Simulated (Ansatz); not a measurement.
The first iterations of a band of C$_{2}$H$_{10}$N$_{2}$Si$_{2}$ (16 atoms, charge 0, multiplicity 1).

Method: Ansatz, RKS B3LYP-D4/cc-pVDZ.

* movable images: 7
* climbing image: yes
* spring: 5.0 eV/Å²
* optimiser: quadratic models (default)
* start path: through a guess of the saddle point
* force threshold: 0.03 eV/Å
* iteration limit: 60
* end points: relaxed

Initial state:

```xyz
16
Properties=species:S:1:pos:R:3
N -0.683 -1.279 -1.329
C -0.440 -0.331 -0.331
C 0.608 0.543 -0.321
Si 2.093 0.501 -1.426
N -1.417 -0.356 0.663
Si -1.306 0.445 2.231
H -0.901 -2.202 -0.954
H 0.063 -1.341 -2.017
H 0.557 1.357 0.410
H 3.369 0.607 -0.644
H 2.118 1.606 -2.443
H 2.126 -0.794 -2.191
H -2.311 -0.729 0.356
H -1.277 1.939 2.135
H -0.079 -0.014 2.946
H -2.543 0.027 2.957
```

Final state:

```xyz
16
Properties=species:S:1:pos:R:3
N -0.498 -1.519 -1.144
C -0.256 -0.568 -0.148
C 0.837 0.246 -0.093
Si 2.089 0.506 -1.432
N -1.262 -0.557 0.816
Si -1.490 0.683 2.052
H 0.173 -1.483 -1.908
H -1.450 -1.481 -1.505
H 0.993 0.790 0.845
H 3.420 -0.129 -1.148
H 2.347 1.964 -1.671
H 1.590 -0.091 -2.720
H -1.767 -1.436 0.896
H -1.630 2.019 1.403
H -0.372 0.745 3.046
H -2.748 0.288 2.755
```

| iteration | highest image above the first end (eV) | largest band force component (eV/Å) |
| --- | --- | --- |
| 1 | 23.030 | 88.090 |
| 2 | 7.171 | 31.215 |
| 3 | 2.876 | 12.571 |
| 4 | 1.142 | 5.765 |
| 5 | 0.391 | 1.234 |
| 6 | 0.311 | 0.421 |

Does the band converge within its limit, and where does its top end?

It converged. It ended after 20 iterations with the highest image 0.238 eV above the first end. Beside the main top the profile has a ripple of under 15 meV (maxima at images 4, 6), which may be a very shallow well or noise. A vibrational analysis at the climbing image gives one clearly imaginary mode, 178i cm⁻¹: a first-order saddle point.

The run took 9.4 min on 2 threads of Intel(R) Xeon(R) Platinum 8488C (Sapphire Rapids), on a shared host, peak memory 0.5 GiB.
